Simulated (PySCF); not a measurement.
C6H14N2Si2.
Cartesian coordinates in Å at the PBE0-D3(BJ)/def2-SVP level; atoms count from 1:
```xyz
24
C6H14N2Si2 angstrom
N     -3.4975    2.1997   -0.5555
C     -3.1076    1.1443   -0.8272
C     -2.6077   -0.1889   -1.1550
C     -2.5984   -1.1105    0.0760
C     -1.2833   -0.7641    0.7933
N     -0.4799   -0.0718   -0.2058
Si     0.9886    0.7842    0.1542
C      2.5313   -0.2933    0.1770
Si     4.1383    0.5993    0.5773
C     -1.1104   -0.1472   -1.5003
H     -3.2190   -0.5952   -1.9757
H     -2.5868   -2.1526   -0.2766
H     -3.4827   -0.9831    0.7147
H     -1.4582   -0.1117    1.6672
H     -0.8040   -1.6865    1.1715
H      1.1457    1.8300   -0.9024
H      0.8276    1.4017    1.5077
H      2.3875   -1.1037    0.9130
H      2.6383   -0.7729   -0.8119
H      4.4072    1.6656   -0.4368
H      5.2935   -0.3509    0.5775
H      4.0601    1.2446    1.9243
H     -0.8621   -1.0707   -2.0643
H     -0.8392    0.7106   -2.1347
```

All values: PBE0/pcSseg-1 (PySCF, non-relativistic), on one gas-phase PBE0-D3(BJ)/def2-SVP geometry that isn't relaxed in the solvent. The solvent is an IEF-PCM continuum (Bondi radii, 1.10 Å for H, scaled by 1.2). The model holds no explicit solvent molecules, cavitation or dispersion.

Gas phase at PBE0/pcSseg-1: HOMO -6.60 eV, LUMO 0.35 eV, dipole 4.75 D.

**Question.** What does the continuum do to the energy, the frontier levels and the dipole at PBE0/pcSseg-1 in acetonitrile and water?

**Answer.** 
```csv
solvent,ε,E(solvent) − E(gas) (kcal/mol),polarisation term (kcal/mol),distortion of the solute (kcal/mol),HOMO (eV),LUMO (eV),dipole (D)
acetonitrile,35.69,-7.43,-9.30,1.87,-6.28,0.58,6.43
water,78.36,-7.63,-9.61,1.98,-6.27,0.58,6.48
```

Polarisation term: ½ Σ q·V over the induced surface charges. Distortion: the rise of the solute's own energy as its density leaves the gas-phase optimum. From acetonitrile to water the lowering changes by a factor 1.03, Onsager's factor (ε − 1)/(2ε + 1) by 1.02 and ε itself by 2.2.

**Question.** Which radius a makes the point-dipole formula ΔE = −[(ε − 1)/(2ε + 1)]·μ²/a³ give the value in water, with the gas-phase dipole?

**Answer.** μ = 1.868 au and |ΔE| = 0.01216 Eh give a = 2.75 Å; the farthest nucleus lies 5.33 Å from the centroid of the nuclei, so such a sphere wouldn't even hold the nuclei. The formula assumes a rigid point dipole at the centre of a sphere.

**Question.** Give the dipole vector in the frame of the coordinates (D, pointing from negative to positive charge), gas and water.

**Answer.** Gas (0.64, -4.63, -0.86), solvent (0.71, -6.30, -1.34). Its length changes by +36 % and its direction by 2°.

**Question.** Which Hirshfeld charges (PBE0/pcSseg-1) respond most in acetonitrile (means over atoms taken as equivalent)?

**Answer.** 
```json
{"atoms": "N1", "environment": "nitrile nitrogen", "gas (e)": "-0.232", "solvent (e)": "-0.297", "change": "-0.065"}
{"atoms": "C2", "environment": "nitrile carbon", "gas (e)": "+0.082", "solvent (e)": "+0.099", "change": "+0.017"}
{"atoms": "H11", "environment": "methine hydrogen", "gas (e)": "+0.064", "solvent (e)": "+0.079", "change": "+0.015"}
{"atoms": "H23", "environment": "methylene hydrogen", "gas (e)": "+0.034", "solvent (e)": "+0.045", "change": "+0.011"}
{"atoms": "H12", "environment": "methylene hydrogen", "gas (e)": "+0.047", "solvent (e)": "+0.057", "change": "+0.010"}
{"atoms": "H17", "environment": "Si–H hydrogen", "gas (e)": "-0.081", "solvent (e)": "-0.088", "change": "-0.007"}
{"atoms": "H18", "environment": "methylene hydrogen", "gas (e)": "+0.044", "solvent (e)": "+0.050", "change": "+0.006"}
{"atoms": "H19", "environment": "methylene hydrogen", "gas (e)": "+0.043", "solvent (e)": "+0.050", "change": "+0.007"}
```

**Question.** Which Mayer bond orders change most in acetonitrile?

**Answer.** 
```
   bond  length (Å)    gas  solvent  change
 N6–Si7       1.738  0.924    0.938  +0.014
 C8–Si9       1.881  0.924    0.936  +0.012
 C3–H11       1.101  0.930    0.919  -0.011
Si7–H17       1.496  0.954    0.943  -0.011
 N6–C10       1.442  0.948    0.938  -0.010
  N1–C2       1.157  3.055    3.064  +0.009
 Si7–C8       1.882  0.888    0.896  +0.008
  C5–N6       1.457  0.924    0.917  -0.007
```

**Question.** How do the nuclear quadrupole coupling constants eQVzz/h respond in acetonitrile?

**Answer.** 
| nucleus | Q (barn) | gas (MHz) | solvent (MHz) | η gas | η solvent |
| --- | --- | --- | --- | --- | --- |
| 14N at N1 | 0.02044 | -4.49 | -4.07 | 0.02 | 0.03 |
| 14N at N6 | 0.02044 | -5.75 | -5.67 | 0.39 | 0.38 |
